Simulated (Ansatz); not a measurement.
Compare A (`CC/C=C(/C)CC`) with its isomer B (`C[C@@H]1CCC[C@@H]1C`).

Calculated with Ansatz (gas phase, PBE0-D4/def2-TZVP geometries, no zero-point term in ΔE). CBS: MP2 limit from def2 TZ/QZ plus the TZ coupled-cluster correction, frozen cores. Functionals use def2-TZVPP. Each species was taken in one conformer, which may not be the lowest.

A:

Z-matrix (Å, degrees):
```
C
C 1 1.525
H 1 1.093 2 111.4
H 1 1.093 2 110.8 3 120.5
H 1 1.093 2 111.0 3 -120.1
C 2 1.493 1 112.3 3 177.0
H 2 1.097 1 108.8 3 56.5
H 2 1.092 1 109.8 3 -59.0
C 6 1.333 2 127.9 1 118.5
H 6 1.090 2 114.8 1 -60.7
C 9 1.498 6 120.9 2 180.0
C 9 1.503 6 123.8 2 1.2
H 11 1.091 9 111.7 6 -2.1
H 11 1.095 9 111.3 6 -122.9
H 11 1.096 9 110.8 6 118.8
C 12 1.526 9 112.7 6 96.8
H 12 1.096 9 108.7 6 -142.1
H 12 1.092 9 110.7 6 -25.9
H 16 1.093 12 111.2 9 177.3
H 16 1.093 12 111.5 9 57.2
H 16 1.092 12 110.7 9 -62.5
```

B:

Z-matrix (Å, degrees):
```
C
C 1 1.522
H 1 1.094 2 111.8
H 1 1.093 2 110.4 3 -119.5
H 1 1.092 2 111.8 3 120.7
C 2 1.537 1 113.6 3 -55.7
C 2 1.529 1 111.9 3 58.5
H 2 1.095 1 108.5 3 -178.8
C 6 1.534 2 103.7 1 78.3
C 6 1.515 2 116.4 1 -48.1
H 6 1.098 2 106.2 1 -168.4
C 7 1.538 2 105.0 1 -81.9
H 7 1.094 2 109.2 1 160.2
H 7 1.093 2 112.8 1 41.3
H 9 1.092 6 111.6 2 151.7
H 9 1.094 6 109.7 2 -90.6
H 10 1.093 6 111.4 2 63.5
H 10 1.093 6 110.9 2 -177.1
H 10 1.094 6 111.6 2 -57.2
H 12 1.092 7 111.3 2 -144.0
H 12 1.092 7 110.9 2 97.8
```

Task: Which isomer does CCSD(T)/CBS put lower? Give the gap. (Estimate.)

Result: The calculation gave: B, by 13.6 kcal/mol.

Task: Give E(B) − E(A) in kcal/mol with CCSD(T)/def2-SVP, B2PLYP, r2SCAN-D4, HF/def2-TZVPP, ωB97M-V, PBE-D4, CCSD(T)/def2-TZVPP. (An estimate is asked.)

Result: Computed: CCSD(T)/def2-SVP -14.8, B2PLYP -10.1, r2SCAN-D4 -12.7, HF/def2-TZVPP -8.6, ωB97M-V -14.3, PBE-D4 -12.1, CCSD(T)/def2-TZVPP -13.9. None reverses the order clearly.

Largest T1 diagnostic: 0.009.

From BLYP to BHLYP (50 % exact exchange), in def2-TZVPP and without D4, E(B) − E(A) moves by −7.0 kcal/mol. In def2-TZVPP, CCSD(T) changes the Hartree–Fock value by −5.3 kcal/mol (the triples alone add +0.1 kcal/mol) and MP2 by −7.2 kcal/mol.
